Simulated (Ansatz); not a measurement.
# C5H8O2 (acetylacetone (keto form)): the vertical energy of the triplet above the singlet from total energies

C5H8O2 has 15 atoms, charge 0, and is taken as a singlet. As SMILES, `CC(=O)CC(C)=O`. The shape is that of a PBE0-D4/def2-TZVP optimisation. This is one conformer, not always the lowest.

Both states at this one shape; open shells run unrestricted unless said. 1 Eh = 27.2114 eV.

| level | program | singlet C5H8O2 (Eh) | triplet C5H8O2 (Eh) |
| --- | --- | --- | --- |
| HF/STO-3G | Ansatz | -339.338037 | -339.255336 |
| B3LYP/6-31G* (spherical functions) | Ansatz | -345.787344 | -345.650272 |
| CCSD(T)/6-31G* (spherical functions), 7 core orbitals frozen | Ansatz | -344.789089 | -344.636579 |

Work out the vertical gap, second state less first, at each level.


1. HF/STO-3G: -339.255336 − (-339.338037) = 0.082701 Eh = 2.25 eV.
2. B3LYP/6-31G* (spherical functions): -345.650272 − (-345.787344) = 0.137072 Eh = 3.73 eV.
3. CCSD(T)/6-31G* (spherical functions): -344.636579 − (-344.789089) = 0.152510 Eh = 4.15 eV.

No measured value is set beside it here; the levels span 2.25 to 4.15 eV. Hartree–Fock favours the state with fewer electron pairs, since it lacks pair correlation. Minimal sets are far from the basis-set limit. The second state is spin-contaminated at HF/STO-3G (⟨S²⟩ = 2.21).
